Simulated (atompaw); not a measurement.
## cerium (Ce) PAW (atompaw): all-electron and pseudo phase curves

```
Element                 : Ce
Generator               : atompaw 4.2.0.5
Type                    : PAW
Functional              : PBE
Relativity              : scalar-relativistic
Frozen core             : [Kr] 4d10 4f1
Valence charge          : 11
Reference configuration : 5s2 5p6 5d1 6s1 6p0 (charge +1)
Partial waves           : 5s (bound): rc 2.40 bohr; 6s (bound): rc 3.00 bohr; 5p (bound): rc 2.00 bohr; 6p (bound, empty): rc 3.00 bohr; 5d (bound): rc 3.00 bohr; 5d channel at 2.1 Ry: rc 3.00 bohr
Local potential         : bessel scheme, radius 2.25 bohr
Core correction         : smooth core density matched at 1.60 bohr
Augmentation charge     : sinc compensation charge, radius 2.85 bohr; PAW radius 3.00 bohr; waves and projectors: custom polynom2 7 10 vanderbiltortho
```

The phase is arctan(r·u′/u) with u = r·R(r), unwrapped; energies in Ry, scanned from -5 to 5 Ry. A pole is an energy at which the radial function vanishes at the test radius. The pseudo phase is shifted by a multiple of π to meet the all-electron one at the reference energy, and phase errors are pseudo minus all-electron; the curves can meet again beyond the range given. Levels narrower than the energy grid can be missing from the lists of poles.

Question: For each channel, where are the poles, and over which energies does the pseudopotential scatter like the atom?

Answer:

| channel | radius (bohr) | reference energy (Ry) | poles, all-electron | poles, pseudo | unbroken range about the reference energy with phases within 0.05 rad | phase error 1 Ry above the reference energy (rad) |
| --- | --- | --- | --- | --- | --- | --- |
| s | 3.01 | -0.62 | -3.33, 2.33 | -3.33, -0.50, 4.88 | -3.5 to -0.6 | -2.779 |
| p | 3.01 | -0.40 | -1.93, 3.54 | -1.93, 2.34 | below 0.4 | -0.155 |
| d | 3.01 | -0.63 | 0.15 | 0.16 | the whole range | +0.003 |

Note: ghost state, extra bound levels that the all-electron valence spectrum of the same l lacks: s at -6.7 eV. A true bound ghost makes a file unfit for plane-wave use.

Phases in the p channel:

```tsv
E (Ry)	all-electron	pseudo
-5.00	1.396	1.393
-4.52	1.382	1.378
-4.04	1.363	1.359
-3.56	1.335	1.330
-3.08	1.282	1.276
-2.60	1.108	1.100
-2.12	-1.328	-1.328
-1.64	-1.690	-1.692
-1.16	-1.787	-1.789
-0.68	-1.877	-1.878
-0.20	-2.019	-2.019
0.28	-2.352	-2.380
0.76	-3.341	-3.568
1.24	-4.181	-4.345
1.72	-4.451	-4.575
2.20	-4.569	-4.688
2.68	-4.637	-4.767
3.16	-4.683	-4.845
3.64	-4.719	-4.944
4.12	-4.751	-5.120
4.60	-4.783	-5.588
```
